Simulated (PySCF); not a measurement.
## Excitation energy of C²⁺ by level of theory

C²⁺ [He] 2s2 (1S) → C²⁺ [He] 2s1 2p1 (3P), as a difference of total energies. All numbers are calculated (PySCF 2.14, the non-relativistic Hamiltonian (point nucleus), in aug-cc-pV5Z (7s6p5d4f3g2h, 127 functions)). Correlated levels: valence: 1s2 frozen. The calculations carry no spin-orbit coupling.

```tsv
method	excitation energy (eV)
UHF	4.633
LDA	5.698
PBE	5.590
PBE0	5.534
r2SCAN	5.043
TPSSh	5.592
PBEsol	5.580
BHandHLYP	5.654
MP2 (valence)	5.791
SCS-MP2 (valence)	6.115
```

How much does correlation contribute at MP2 (valence)?

5.791 − (4.633) = 1.158 eV, measured against UHF.

A first-order spin-orbit estimate (lowest level to lowest level, LS coupling) adds -0.007 eV.
